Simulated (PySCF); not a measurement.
Simulation results for CH₆BSi, B₂H₆NSi, B₃H₃N

All values are calculated (PySCF 2.14.0). Calculation on a computer-drawn molecule: the log of a Hartree-Fock and frozen-core CCSD(T) single point meant for a local Hartree-Fock minimum, with one planted fault or none, to be diagnosed. Offsets are logged minus clean, where the clean run is the same molecule without the fault. The reference is restricted for singlets and unrestricted otherwise, and also for a bond in bohr or an excited solution. Adding or removing an electron swaps singlet and doublet. The excited solution moves the top pair (singlet) or top alpha electron (doublet) to the lowest empty orbital. Highest occupied and lowest empty are orbital energies over both spins, largest force is the largest gradient component, triples share is (T) over the correlation energy, the T1 limit is 0.02 restricted and 0.045 unrestricted, electrons count all cores, a negative frequency is imaginary (commonest isotopes), and the dipole is about the centre of nuclear charge.

Common to all runs: meant charge 1; meant multiplicity 1; logged SCF converged yes; logged CC converged yes; logged SCF stable within its kind yes; possible faults no fault, one electron removed, one electron added, multiplicity raised by two, geometry at a saddle point, SCF held on an excited solution, minimal basis STO-3G, one bond length entered in bohr, all coordinates scaled.

(1) 
```xyz
9
formula=CH6BSi meant_basis=cc-pV(D+d)Z logged_electrons=30 logged_basis_functions=81 logged_spin_squared=0 logged_highest_occupied=-17.955 logged_lowest_empty=-4.3543 logged_largest_force=2.841e-05 logged_lowest_frequency=107.29 logged_T1_diagnostic=0.013854 logged_D1_diagnostic=0.039225 logged_triples_share=0.028213 logged_dipole_magnitude=5.2509 logged_energy_HF=-354.68444 logged_energy_CCSD(T)=-355.04473 planted_fault=no_fault HF_energy_offset_from_clean_run=0 CCSD(T)_energy_offset_from_clean_run=0
B     -1.0191    -0.8631     0.4410
C     -0.0517    -1.1458    -0.6043
Si     1.0173    -2.7999    -0.3186
H     -1.7894    -0.6670     1.3057
H     -0.5747    -1.2669    -1.5642
H      0.6633    -0.3131    -0.6749
H      1.7329    -2.6102     0.9507
H      1.8950    -2.8390    -1.4919
H      0.0516    -3.9059    -0.2628
```

Units: logged_highest_occupied, logged_lowest_empty in eV; logged_largest_force in hartree/bohr; logged_lowest_frequency in cm⁻¹; logged_dipole_magnitude in debye; logged_energy_HF, logged_energy_CCSD(T) in hartree; HF_energy_offset_from_clean_run, CCSD(T)_energy_offset_from_clean_run in kcal/mol.

Drawn bonds:
```
atom  other atom  order
   1           2      1
   2           3      1
   1           4      1
   2           5      1
   2           6      1
   3           7      1
   3           8      1
   3           9      1
```

(2) 
```xyz
10
formula=B2H6NSi meant_basis=cc-pV(D+d)Z logged_electrons=37 logged_basis_functions=95 logged_spin_squared=0.7662 logged_highest_occupied=-5.613 logged_lowest_empty=2.5104 logged_largest_force=0.082913 logged_T1_diagnostic=0.014903 logged_D1_diagnostic=0.045987 logged_triples_share=0.02871 logged_dipole_magnitude=1.9538 logged_energy_HF=-396.20615 logged_energy_CCSD(T)=-396.69152 planted_fault=one_electron_added HF_energy_offset_from_clean_run=-102.9 CCSD(T)_energy_offset_from_clean_run=-114.1
B      1.5712    -1.7060     0.4539
N      1.0976    -0.5741     0.0034
B      0.3608    -0.7890    -1.2806
Si     1.2447     1.1322     0.7517
H      1.9897    -2.7265     0.8459
H     -0.1244     0.1578    -1.8049
H      0.2992    -1.8995    -1.7105
H      2.0231     0.9109     1.9755
H      1.9434     1.9127    -0.2705
H     -0.1409     1.5404     0.9879
```

Units: logged_highest_occupied, logged_lowest_empty in eV; logged_largest_force in hartree/bohr; logged_dipole_magnitude in debye; logged_energy_HF, logged_energy_CCSD(T) in hartree; HF_energy_offset_from_clean_run, CCSD(T)_energy_offset_from_clean_run in kcal/mol.

Drawn bonds:
```
atom  other atom  order
   1           2      1
   2           3      1
   2           4      1
   1           5      1
   3           6      1
   3           7      1
   4           8      1
   4           9      1
   4          10      1
```

(3) 
```xyz
7
formula=B3H3N meant_basis=cc-pVDZ logged_electrons=23 logged_basis_functions=71 logged_spin_squared=0.7634 logged_highest_occupied=-24.385 logged_lowest_empty=-16.159 logged_largest_force=0.10862 logged_T1_diagnostic=0.088444 logged_D1_diagnostic=0.47543 logged_triples_share=0.042955 logged_dipole_magnitude=6.2203 logged_energy_HF=-129.37272 logged_energy_CCSD(T)=-129.75144 planted_fault=one_electron_removed HF_energy_offset_from_clean_run=403.4 CCSD(T)_energy_offset_from_clean_run=416.8
B      0.3835    -2.9080     2.8464
N      0.2284    -1.8043     2.2146
B      0.0723    -0.6876     1.5778
B     -0.1358     0.7953     0.7322
H      0.5245    -3.9146     3.4222
H     -1.0989     0.9170     0.0478
H      0.6919     1.6363     0.8675
```

Units: logged_highest_occupied, logged_lowest_empty in eV; logged_largest_force in hartree/bohr; logged_dipole_magnitude in debye; logged_energy_HF, logged_energy_CCSD(T) in hartree; HF_energy_offset_from_clean_run, CCSD(T)_energy_offset_from_clean_run in kcal/mol.

Drawn bonds:
```
atom  other atom  order
   1           2      1
   2           3      2
   3           4      1
   1           5      1
   4           6      1
   4           7      1
```

Notes: T1 above single-reference limit.

(4) 
```xyz
7
formula=B3H3N meant_basis=cc-pVDZ logged_electrons=24 logged_basis_functions=71 logged_spin_squared=2.0168 logged_highest_occupied=-14.159 logged_lowest_empty=-8.4258 logged_largest_force=0.033509 logged_T1_diagnostic=0.027292 logged_D1_diagnostic=0.11535 logged_triples_share=0.039307 logged_dipole_magnitude=0.57928 logged_energy_HF=-129.85175 logged_energy_CCSD(T)=-130.25273 planted_fault=multiplicity_raised_by_two HF_energy_offset_from_clean_run=102.8 CCSD(T)_energy_offset_from_clean_run=102.2
B      0.3835    -2.9080     2.8464
N      0.2284    -1.8043     2.2146
B      0.0723    -0.6876     1.5778
B     -0.1358     0.7953     0.7322
H      0.5245    -3.9146     3.4222
H     -1.0989     0.9170     0.0478
H      0.6919     1.6363     0.8675
```

Units: logged_highest_occupied, logged_lowest_empty in eV; logged_largest_force in hartree/bohr; logged_dipole_magnitude in debye; logged_energy_HF, logged_energy_CCSD(T) in hartree; HF_energy_offset_from_clean_run, CCSD(T)_energy_offset_from_clean_run in kcal/mol.

Drawn bonds:
```
atom  other atom  order
   1           2      1
   2           3      2
   3           4      1
   1           5      1
   4           6      1
   4           7      1
```
